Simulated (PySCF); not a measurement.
ITl. Atoms are numbered in the order given.

```xyz
2

Tl     0.0000     0.0000    -1.1376
I      0.0000     0.0000     1.7386
```
Charge 0, spin multiplicity 1.

Coordinates come from a B3LYP-D3(BJ)/def2-TZVP optimisation. The def2 effective core potentials stand for the cores of I, Tl; spin–orbit coupling is left out.

These are IEF-PCM-B3LYP/def2-SVP in PySCF values and carry that method's errors.

The values are the electrostatic part of the solvation free energy, E(continuum) − E(gas) at the gas-phase geometry, in a cavity of scaled van der Waals radii (PySCF's table); cavitation and dispersion terms are not included. A continuum can't describe solvent molecules that bind to the metal. In vacuum the orbital gap is 4.37 eV. The dipole moment in vacuum is 4.43 D.

Computed values in water (ε = 78.36), acetonitrile (ε = 35.69), diethylether (ε = 4.24):
```
solvent           ε  ΔG(elec) (kcal/mol)  dipole (D)  gap (eV)
------------  -----  -------------------  ----------  --------
water         78.36                 -8.4        7.13      5.07
acetonitrile  35.69                 -8.2        7.06      5.05
diethylether   4.24                 -5.6        6.23      4.86
```
